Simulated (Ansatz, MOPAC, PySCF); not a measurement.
Dimer: CH2O (SMILES C=O) (first 4 atoms) with H2Se (SMILES [SeH2]); geometry from B3LYP-D3(BJ)/def2-TZVP, rigid monomers moved along the line of their centres of mass till O2···Se5 is 3.71 Å.
(charge 0, multiplicity 1):
```xyz
7

C      0.35370     0.06698    -0.32922
O      1.08377    -0.66807     0.27787
H      0.20414    -0.03382    -1.42102
H     -0.20388     0.87851     0.17370
Se     0.87311     0.82915     3.66760
H      0.43281    -0.57044     3.64835
H      0.22676     1.06460     4.96946
```

Monomers are frozen at their geometry in the pair; levels with a basis set take the counterpoise correction. Rows marked so take none.

Correlated levels freeze the cores. Filled d and f shells under p-block atoms count as core. CBS(a, b) extrapolates the correlation energy as X⁻³ and adds the Hartree–Fock energy of set b. Rows in 3-21G, 6-31G* carry no dispersion term and start afresh at each structure (6-31G* with six Cartesian d functions); the Pople sets are all-electron and without relativity. The state that AM1, PM6 reach isn't checked.

Programs: Ansatz (Gaussian orbitals); MOPAC for AM1, PM6 (differences of heats of formation); PySCF for 3-21G rows, 6-31G* rows, the dispersion terms. Each number belongs to the level named beside it.

Other levels give for the interaction energy: PBE/def2-TZVPPD -57.2; B3LYP/def2-TZVPPD -37.0; B3LYP-D3(BJ)/def2-TZVPPD -82.4; wB97M-V/def2-TZVPPD -76.0; MP2/CBS(aug-cc-pVDZ, aug-cc-pVTZ) + ΔCCSD(T)/aug-cc-pVDZ -77.1 meV.

Q: What do these common cheap choices give for the same quantity: AM1, PM6, HF/3-21G (no counterpoise), HF/6-31G* (no counterpoise), BP86/6-31G* (no counterpoise), B3LYP/3-21G (no counterpoise), B3LYP/6-31G* (no counterpoise), M06-2X/6-31G* (no counterpoise)?

A: AM1 -8.1; PM6 -30.0; HF/3-21G (no counterpoise) -71.2; HF/6-31G* (no counterpoise) -66.5; BP86/6-31G* (no counterpoise) -52.9; B3LYP/3-21G (no counterpoise) -78.6; B3LYP/6-31G* (no counterpoise) -72.9; M06-2X/6-31G* (no counterpoise) -97.7 meV. They span -97.7 to -8.1 meV.

Ansatz is an electronic-structure program.
